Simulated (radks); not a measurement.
Results of a calculation; reference values are marked as such.
Species: the palladium ion Pd32+. Configuration: [Ne] 3s2 3p2. Code: a radial shooting solver on a logarithmic mesh with Libxc functionals. Model: scalar-relativistic Kohn-Sham, HCTH/407, spin-polarised, spherical densities, finite nucleus; open shells are filled with parallel spins first (spin-orbit coupling, left out, can overturn this in heavy ions); Fermi nuclear charge, rms radius 4.5318 fm.

Unscreened Slater integrals over Kohn-Sham orbitals (hartree). They are taken over the spin-up orbitals.

integral     value
F0(3p,3p)   2.7811
F2(3p,3p)   1.4017
F0(3p,3s)   2.7311
G1(3p,3s)   1.7678
F0(3p,2p)   3.6761
F2(3p,2p)  0.93557
G0(3p,2p)  0.37278
G2(3p,2p)  0.41066
F0(3p,2s)   3.5646
G1(3p,2s)  0.29608
F0(3s,3s)   2.6910
F0(3s,2p)   3.5236
G1(3s,2p)  0.36459
F0(3s,2s)   3.4467
G0(3s,2s)  0.29064
F0(2p,2p)   7.6823
F2(2p,2p)   3.6526
F0(2p,2s)   7.0361
G1(2p,2s)   3.9944
F0(2s,2s)   6.6281

Derived for the open shells (J is the average intra-shell exchange parameter used in DFT+U). 3p: J = F2/5 = 0.2803 hartree.
